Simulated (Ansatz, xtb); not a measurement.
## C5H2N4: which of two isomers lies lower

Structure I: `N#Cc1ccnn1C#N`, a singlet. Structure II: `N#Cc1c[nH]nc1C#N`, a singlet. Both are isolated molecules in the gas phase, relaxed with B3LYP/def2-SVP.

I (Å):

| atom | x (Å) | y (Å) | z (Å) |
| --- | --- | --- | --- |
| C | -0.5638 | -1.5563 | -2.6862 |
| C | -0.0179 | -0.5477 | -1.8484 |
| C | -0.4944 | 0.0320 | -0.6888 |
| C | 0.5005 | 0.9764 | -0.3197 |
| C | 2.0438 | -0.1762 | -3.1364 |
| N | -1.0192 | -2.3814 | -3.3640 |
| N | 1.5139 | 0.9942 | -1.1661 |
| N | 1.2070 | 0.0663 | -2.1044 |
| N | 2.7539 | -0.3932 | -4.0268 |
| H | -1.4298 | -0.1999 | -0.1866 |
| H | 0.5053 | 1.6442 | 0.5412 |

II (Å):

```yaml
atoms:
  - { symbol: C, position_ang: [-0.7719, -1.3451, -2.7753] }
  - { symbol: C, position_ang: [-0.0476, -0.4732, -1.9167] }
  - { symbol: C, position_ang: [-0.5018, 0.1386, -0.7540] }
  - { symbol: C, position_ang: [1.3086, -0.0195, -2.0399] }
  - { symbol: C, position_ang: [2.2445, -0.3493, -3.0692] }
  - { symbol: N, position_ang: [-1.3679, -2.0562, -3.4726] }
  - { symbol: N, position_ang: [0.5372, 0.8686, -0.2868] }
  - { symbol: N, position_ang: [1.6359, 0.7935, -1.0367] }
  - { symbol: N, position_ang: [2.9885, -0.6293, -3.9134] }
  - { symbol: H, position_ang: [-1.4673, 0.0952, -0.2555] }
  - { symbol: H, position_ang: [0.5530, 1.4441, 0.5490] }
```

Task: Estimate E(II) − E(I) at the level CCSD(T)/def2-SVP + ΔMP2/def2-TZVPP.

Result: Calculated at CCSD(T)/def2-SVP + ΔMP2/def2-TZVPP: E(II) − E(I) = −79.3 kJ/mol, so structure II lies lower.

How the difference moves with the method:

```json
{"level": "GFN2-xTB", "geometry": "GFN2-xTB", "E(II) − E(I) (kJ/mol)": "+4.7", "departure from the last row (kJ/mol)": "+84.0", "job, with rough time for the two": "optimisation, 0.35 s"}
{"level": "HF/STO-3G", "geometry": "GFN2-xTB", "E(II) − E(I) (kJ/mol)": "−67.2", "departure from the last row (kJ/mol)": "+12.0", "job, with rough time for the two": "single point, 1.6 s"}
{"level": "r2SCAN-D4/def2-SVP", "geometry": "GFN2-xTB", "E(II) − E(I) (kJ/mol)": "−79.7", "departure from the last row (kJ/mol)": "−0.4", "job, with rough time for the two": "single point, 8.7 s"}
{"level": "B3LYP/def2-SVP", "geometry": "B3LYP/def2-SVP", "E(II) − E(I) (kJ/mol)": "−76.8", "departure from the last row (kJ/mol)": "+2.5", "job, with rough time for the two": "optimisation, 1.7 min"}
{"level": "HF/def2-SVP", "geometry": "B3LYP/def2-SVP", "E(II) − E(I) (kJ/mol)": "−85.6", "departure from the last row (kJ/mol)": "−6.3", "job, with rough time for the two": "part of the CCSD(T) run"}
{"level": "MP2/def2-SVP", "geometry": "B3LYP/def2-SVP", "E(II) − E(I) (kJ/mol)": "−84.6", "departure from the last row (kJ/mol)": "−5.3", "job, with rough time for the two": "part of the CCSD(T) run"}
{"level": "CCSD(T)/def2-SVP", "geometry": "B3LYP/def2-SVP", "E(II) − E(I) (kJ/mol)": "−79.2", "departure from the last row (kJ/mol)": "+0.1", "job, with rough time for the two": "single point"}
{"level": "CCSD(T)/def2-SVP + ΔMP2/def2-TZVPP", "geometry": "B3LYP/def2-SVP", "E(II) − E(I) (kJ/mol)": "−79.3", "departure from the last row (kJ/mol)": "", "job, with rough time for the two": "single point, 3.7 min"}
```

As drawn, II has 1 C–C, 1 N–H in place of 1 C–N, 1 C–H.

GFN2-xTB puts the two in the other order. The largest departure from CCSD(T)/def2-SVP + ΔMP2/def2-TZVPP is that of GFN2-xTB, 84.0 kJ/mol. The last row adds to CCSD(T) the change of the MP2 difference between the two basis sets, here −0.1 kJ/mol.

With thermal terms from frequencies at re-optimised GFN2-xTB minima (ideal gas, soft modes damped towards free rotors, one conformer each, 298.15 K, 1 atm): on the last row, ΔE + ΔZPE = −78.3, ΔH = −78.2, ΔG = −78.4 kJ/mol.

The correlated steps freeze 9 core orbitals. Programs: Ansatz 0.2.0, xtb 6.7.1; the last row on 2 threads of Intel(R) Xeon(R) Processor @ 2.50GHz (Skylake/Cascade Lake) on a shared host.
